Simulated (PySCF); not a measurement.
PySCF 2.14 output of an unrestricted PBE0 calculation on a single atom or ion in dyall-av3z, with the spin-free X2C one-electron Hamiltonian (Gaussian nucleus):

```
SCF conv_tol = 1e-09
number electrons alpha = 11  beta = 9
    C. Adamo and V. Barone.,  J. Chem. Phys. 110, 6158 (1999)
    M. Ernzerhof and G. E. Scuseria.,  J. Chem. Phys. 110, 5029 (1999)
cycle= 1 E= -680.19411367806  delta_E= -0.00818  |g|= 0.0429  |ddm|= 0.31
cycle= 2 E= -680.194474159763  delta_E= -0.00036  |g|= 0.035  |ddm|= 0.0773
cycle= 3 E= -680.194909593936  delta_E= -0.000435  |g|= 0.00191  |ddm|= 0.0296
cycle= 4 E= -680.194911688968  delta_E= -2.1e-06  |g|= 0.000669  |ddm|= 0.00388
cycle= 5 E= -680.19491218412  delta_E= -4.95e-07  |g|= 0.000107  |ddm|= 0.00249
cycle= 6 E= -680.194912219742  delta_E= -3.56e-08  |g|= 1.52e-05  |ddm|= 0.000828
cycle= 7 E= -680.194912220967  delta_E= -1.22e-09  |g|= 3.02e-06  |ddm|= 0.000126
cycle= 8 E= -680.194912221004  delta_E= -3.71e-11  |g|= 6e-07  |ddm|= 1.76e-05
converged SCF energy = -680.194912221004  <S^2> = 2.0003608  2S+1 = 3.0002405
```

The run itself started from symmetry-adapted Hartree-Fock orbitals and held the occupation by maximum overlap, on a logarithmic radial grid, so the iterations belong to that start.

Q: Which element, charge and spin multiplicity is this?

A: Ca (calcium, neutral), multiplicity 3; the state was [Ar] 3d1 4s1, high-spin 3D determinant (an excited configuration).
